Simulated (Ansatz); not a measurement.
Computed with Ansatz on PBE0-D4/def2-TZVP structures; ΔE is electronic, products minus reactants. CCSD(T)/CBS adds triple-zeta CCSD(T) − MP2 to the extrapolated MP2 energy (def2 sets, frozen cores). This one scheme is used for every species. DFT in def2-TZVPP. Elements past krypton have def2 core potentials. For Mo outer-core shells are correlated without core-valence functions, which leaves a few kJ/mol of doubt a bond. Each species was taken in one conformer, which may not be the lowest.

`[O]=[Mo](=[O])([F])[F]` + `CNC` → `C[N](C)[Mo](=[O])(=[O])[F]` + H–F  (ligand exchange at a Mo–F bond)

`[O]=[Mo](=[O])([F])[F]`:

Z-matrix (Å, degrees):
```
Mo
O 1 1.663
F 1 1.836 2 109.7
F 1 1.836 2 109.7 3 -122.6
O 1 1.663 2 106.6 3 118.7
```

`CNC`:

```xyz
10

C     1.175    0.202    0.200
N    -0.071    0.552   -0.442
C    -1.112   -0.424   -0.212
H     1.909    0.994    0.045
H     1.574   -0.711   -0.253
H     1.085    0.018    1.285
H    -0.378    1.461   -0.123
H    -0.835   -1.370   -0.687
H    -2.046   -0.088   -0.667
H    -1.302   -0.635    0.855
```

`C[N](C)[Mo](=[O])(=[O])[F]`:

Cartesian coordinates in Å:
```
C -1.311 -0.773 -0.011
N -0.023 -0.111 -0.060
C 1.061 -0.974 -0.483
Mo 0.246 1.688 0.507
O 1.799 1.798 1.140
O -0.921 2.041 1.663
F 0.065 2.808 -0.968
H -1.606 -1.104 -1.013
H -2.079 -0.102 0.373
H -1.261 -1.653 0.641
H 0.894 -1.317 -1.510
H 1.122 -1.854 0.168
H 2.014 -0.448 -0.445
```

H–F:

```xyz
2

F     0.433   -0.151    0.031
H    -0.433    0.151   -0.031
```

| level | ΔE (eV) |
| --- | --- |
| CAM-B3LYP-D4 | 0.28 |
| r2SCAN | 0.30 |

(1) What does CCSD(T)/CBS give? (An estimate is asked.)

(2) What do rigid-rotor, harmonic-oscillator terms from PBE0-D4/def2-TZVP frequencies (298.15 K, 1 bar) make of the CCSD(T)/CBS value? (Best estimate.)

Largest T1 diagnostic among the species: 0.025, so the coupled-cluster value is less sure than usual.

## Answers

(1) Ansatz gave: +0.05 eV. The listed levels differ from it by 0.23, 0.25 eV.

(2) Ansatz gave: ΔZPE = -0.09 eV, ΔH = +0.01 eV, ΔS = -15 J/(mol·K), ΔG = +0.06 eV.

At CCSD(T), def2-SVP lies +0.06 eV from the extrapolated value and def2-TZVPP +0.03 eV. From r2SCAN to r2SCAN0 (25 % exact exchange), in def2-TZVPP and without D4, ΔE moves by −0.04 eV.
